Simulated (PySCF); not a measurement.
## Name the molecule from its bond curve

A diatomic of charge 0 contains Ta. Its singlet curve at RHF-CCSD in a triple-zeta basis (scalar-relativistic core potentials, PySCF), in eV from the separated fragments:

| R (Å) | E (eV) |
| --- | --- |
| 1.499 | -4.393 |
| 1.566 | -5.216 |
| 1.616 | -5.533 |
| 1.666 | -5.649 |
| 1.716 | -5.605 |
| 1.783 | -5.358 |
| 1.866 | -4.835 |
| 1.966 | -4.016 |

The fit gives ωe = 1127 cm⁻¹ and the rotational constant Bₑ = 0.4619 cm⁻¹.

Problem. Which atom is the partner?

Solution. The minimum lies at 1.676 Å, so the reduced mass is 16.8576 u Å² cm⁻¹/(Bₑ·Re²) = 12.99 u. With Ta at 180.95 u the partner weighs about 14.0 u: N. The molecule is TaN.

Correlated steps freeze 1 core orbital. Spin–orbit coupling is left out. The CCSD T1 diagnostic is raised, a sign that a single reference may not be enough here.
